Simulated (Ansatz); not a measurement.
`[NH2][W](=[O])(=[O])[Cl]` + HCl → `[O]=[W](=[O])([Cl])[Cl]` + NH₃ at 400 K and 1 bar (ligand exchange at a W–N bond).

Gas-phase electronic energies from Ansatz, PBE0-D4/def2-TZVP geometries. CCSD(T)/CBS is the MP2 limit (def2-TZVPP, def2-QZVPP) plus CCSD(T) − MP2 in def2-TZVPP, frozen cores. This one scheme is used for every species. Elements past krypton have def2 core potentials. For W outer-core shells are correlated without core-valence functions, which leaves a few kJ/mol of doubt a bond. Each species was taken in one conformer, which may not be the lowest.

```csv
species,CCSD(T)/CBS energy (Eh),H − E (kJ/mol),S (J/(mol·K))
`[NH2][W](=[O])(=[O])[Cl]`,-733.17837,118.5,379.6
HCl,-460.38127,29.6,195.4
`[O]=[W](=[O])([Cl])[Cl]`,-1137.06608,51.9,370.9
NH₃,-56.50880,104.2,203.1
```

H − E and S are ideal-gas, rigid-rotor, harmonic terms from PBE0-D4/def2-TZVP, for one conformer and one mirror image of each species. 1 Eh = 2625.50 kJ/mol, R = 8.31446 J/(mol·K).

Question: By hand: ΔE, ΔH, ΔS and ΔG.

Answer: ΔE = (-1137.06608) + (-56.50880) − (-733.17837) − (-460.38127) = -0.01524 Eh = -40.0 kJ/mol. Δ(H − E) = 51.9 + 104.2 − 118.5 − 29.6 = 8.0, so ΔH = -32.0 kJ/mol. ΔS = 370.9 + 203.1 − 379.6 − 195.4 = -1.0 J/(mol·K). ΔG = -32.0 − 400 × (-1.0)/1000 = -31.6 kJ/mol.

Question: By hand: the equilibrium constant, and the temperature at which ΔG would vanish if ΔH and ΔS stayed fixed.

Answer: log₁₀ K = −ΔG/(RT ln 10) = 4.1. ΔG = 0 at ΔH/ΔS = 32000 K, far beyond where these terms or the molecules hold.

The number of gas molecules stays the same, so ΔS is small and ΔH decides. A doubt of 5 kJ/mol in ΔE shifts log₁₀ K by 0.7 here. Other conformers and mirror images would add mixing entropy, several J/(mol·K) or more a flexible species. These are equilibria of isolated gas molecules and say nothing of rates. Largest T1 diagnostic: 0.022 (customary marks: 0.02 for closed shells, 0.045 for open ones).
